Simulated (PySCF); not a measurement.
**Electronic structure of Se(10+) (selenium, charge +10) at the UHF level**

Configuration: [Ar] 3d6, high-spin 5D determinant. Calculation: PySCF 2.14, in an even-tempered Gaussian basis (20 s from 0.59 bohr⁻², ratio 2.5; 13 p from 0.76 bohr⁻², ratio 2.5; 9 d from 0.76 bohr⁻², ratio 2.5; 4 f from 4.1 bohr⁻², ratio 2.7; 4 g from 6.1 bohr⁻², ratio 2.7); scalar relativity by spin-free X2C-1e.

```
Total energy                                                  : -2389.169050 hartree
One-electron energy                                           : -3105.7189 hartree
Hartree (Coulomb) energy                                      : 796.3956 hartree
Exchange energy                                               : -79.8458 hartree
⟨S²⟩                                                          : 6.0014
⟨L²⟩                                                          : 6.006
Sum of ⟨r⟩                                                    : 9.134 bohr
Sum of ⟨r²⟩                                                   : 5.180 bohr²
Traceless quadrupole moment −½Σ⟨3z² − r²⟩ along its main axis : 0.0975 e·bohr²
```

```tsv
shell	electrons	mean orbital energy (hartree)	spread (hartree)	rms radius, mean of both spins (bohr)
1s α	1	-477.33245	0	0.0508
1s β	1	-477.32882	0	0.0508
2s α	1	-71.77248	0	0.212
2s β	1	-71.43763	0	0.212
2p α	3	-64.08707	0.08807	0.189
2p β	3	-63.76168	0.01044	0.189
3s α	1	-17.78441	0	0.585
3s β	1	-17.18789	0	0.585
3p α	3	-15.26830	0.13748	0.596
3p β	3	-14.54364	0.08689	0.596
3d α	5	-11.19778	0.17569	0.586
3d β	1	-10.80436	0	0.586
```

Densities and radii are taken from the X2C orbitals without a picture-change correction, which distorts them close to the nucleus.

Spin-orbit constants ζ (cm⁻¹) from the X2C one-electron operator on these orbitals: bare nucleus, nucleus screened by l(l+1)(2l+1)/3 electrons, and screened by the Breit-Pauli mean field of the electrons.

```csv
shell,bare,screened nucleus,mean field
2p,231000,217400,211200
3p,37720,35500,34370
3d,5028,3549,3376
```

To first order the Landé constant is A = -844.1 cm⁻¹, so the lowest level has J = 4 and lies 0.419 eV below the centre of the term. This holds in LS coupling only.
